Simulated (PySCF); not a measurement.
Cartesian coordinates in Å; atom numbers follow the order of the lines, from 1:
```xyz
7

O     1.6173   -0.9122   -0.3414
C     0.5062   -0.7564    0.0092
F    -0.2533   -1.7133    0.5160
C    -0.2875    0.5593   -0.0433
F    -0.6644    0.9049    1.1814
F    -1.3714    0.3985   -0.7922
F     0.4582    1.5175   -0.5553
```

Geometry: PBE0-D3(BJ)/def2-SVP; GIAO shifts from PySCF 2.14.0 with density-fitted response routines, gas phase, non-relativistic, averaged over equivalent atoms.

At PBE0/6-31G* (98 basis functions, 6.1 s wall time on 1 thread of an Arm Neoverse V1, shared host):
```json
{"atoms": "O1", "δ (ppm)": "399.4"}
{"atoms": "C2", "δ (ppm)": "144.4"}
{"atoms": "C4", "δ (ppm)": "112.4"}
{"atoms": "F3", "δ (ppm)": "21.4"}
{"atoms": "F5/F6/F7", "δ (ppm)": "-87.4"}
```

δ = σ(ref) − σ, references computed at the same level: H2O for $^{17}$O (324.18 ppm); $^{13}$C (194.14 ppm) against TMS; $^{19}$F (198.90 ppm) vs CFCl3.

What do these become at B97-D/pcSseg-2?

## Answers


```csv
atoms,δ at B97-D/pcSseg-2,change
O1,423.5,+24.1
C2,155.1,+10.7
C4,124.2,+11.8
F3,10.8,-10.6
F5/F6/F7,-96.9,-9.5
```

δ = σ(ref) − σ, references computed at the same level: H2O for $^{17}$O (σref 325.20); $^{13}$C (σref 179.03) against TMS; CFCl3 for $^{19}$F (σref 154.18).

The largest change is at O1 (carbonyl oxygen). Cost: 252 basis functions, 31 s wall time on 1 thread of an Arm Neoverse V1, shared host.

Unscaled 19F shifts against computed CFCl3 carry errors that often reach 10 to 50 ppm. Unscaled 17O shifts of doubly bonded oxygen tend to come out too high, by tens of ppm or more. Experimental scales use liquid or dissolved standards, which lie at an offset from isolated H2O (liquid H2O: subtract about 36 ppm).
